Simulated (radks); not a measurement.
Effect of the nuclear size on the zirconium ion Zr2+, [Kr] 4d2. Calculated with a radial shooting solver on a logarithmic mesh with Libxc functionals: Dirac Kohn-Sham, BLYP, spin-unpolarised, spherical densities, finite nucleus; open shells fill j = l - 1/2 first; Fermi nuclear charge, rms radius 4.2694 fm. The rms radius is varied about that value; shifts are against it.

rms radius (fm)  total energy shift (eV)  density at nucleus (e/bohr^3)  1s1/2 shift (meV)  2s1/2 shift (meV)  4s1/2 shift (meV)  5s1/2 (empty) shift (meV)
3.8168                            -0.219                      7.559e+04              -92.9              -9.77             -0.257                     -0.038
4.1242                           -0.0728                      7.501e+04              -30.8              -3.24             -0.085                     -0.013
4.2694                                 0                      7.476e+04              0.000              0.000              0.000                      0.000
4.6366                             0.194                      7.415e+04               82.2               8.65              0.228                      0.034
5.2514                             0.552                      7.325e+04                233               24.6              0.646                      0.096

Slopes of the eigenvalues against <r^2> in GHz/fm^2, as finite differences over the two radii next to the reference (eigenvalue slopes, not the field-shift constants of lines): 1s1/2 6090, 2s1/2 640, 4s1/2 16.9, 5s1/2 (empty) 2.49.
